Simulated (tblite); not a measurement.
What does the GFN2-xTB structure of InChI=1S/C6H11O2/c1-3-4-5-6(7)8-2/h5H,3-4H2,1-2H3 look like in three dimensions? (Doublet state.)

```
atom  x, y, z in Å
C1    -3.2529    0.2392   -0.3209
C2    -1.8694   -0.3843   -0.4299
C3    -0.9668    0.0563    0.7463
C4     0.3611   -0.5639    0.6531
C5     1.5033    0.1876    0.2422
O6     1.5200    1.3801   -0.0136
O7     2.6171   -0.5918    0.1567
C8     3.7907    0.0733   -0.2698
H9    -3.7550   -0.0922    0.5856
H10   -3.1825    1.3241   -0.2998
H11   -3.8608   -0.0487   -1.1758
H12   -1.9504   -1.4729   -0.4323
H13   -1.3958   -0.0756   -1.3627
H14   -0.8594    1.1418    0.7248
H15   -1.4619   -0.2479    1.6734
H16    0.4847   -1.6223    0.8138
H17    3.9989    0.9321    0.3729
H18    3.6738    0.4295   -1.2966
H19    4.5954   -0.6552   -0.2103
```

Orientation and origin are arbitrary. Atoms count from 1 in this order. C4 (carbon bonded to 2 C and H) is planar (angles 121.3°, 120.6° and 117.9°, sum 359.8°, 0.03 Å off the plane of its three neighbours). The C–C distances run from 1.428 Å (C4–C5, drawn single in one of several resonance forms) to 1.547 Å (C2–C3, drawn single), a spread of 0.119 Å. C5 (carbon bonded to C and 2 O) is planar (angles 125.9°, 122.3° and 111.8°, sum 360.0°, 0.00 Å off the plane of its three neighbours). Of the pairs four or more bonds apart, O6···H14 is among the closest relative to their van der Waals radii: 2.50 Å, 92 % of the sum of Bondi's values.

Bonds between heavy atoms (Å): C1–C2 1.521, C2–C3 1.547, C3–C4 1.469, C4–C5 1.428, C5=O6 1.220, C5–O7 1.362, O7–C8 1.415.

Computed geometry: GFN2-xTB, gas phase. This method treats the open shell by occupation alone, without spin polarisation.

Point group: C1 (no symmetry element, even within 0.4 Å). Its GFN2-xTB frequencies are all real (lowest 17 cm⁻¹). Torsions: C1–C2–C3–C4 179°, C2–C3–C4–C5 105°, C3–C4–C5–O6 3°, C4–C5–O7–C8 179°.

One conformer stands for the species.
